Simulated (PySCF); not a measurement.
Cartesian coordinates (Å):
```xyz
5

N     -0.6795    -0.0799     0.0034
Al     1.0048    -0.6085     0.2279
H     -0.9513     0.8446    -0.3004
H     -1.4972    -0.6491     0.1573
H      2.1232     0.4929    -0.0882
```
Charge 0, spin multiplicity 2.

What highest occupied spin orbital, total energy and dipole moment does TPSSh-D3(BJ)/def2-TZVP // B3LYP-D3(BJ)/def2-TZVP in PySCF 2.14.0 give?


- highest occupied spin orbital: -5.04 eV
- total energy: -299.0192 Ha
- dipole moment: 1.23 D
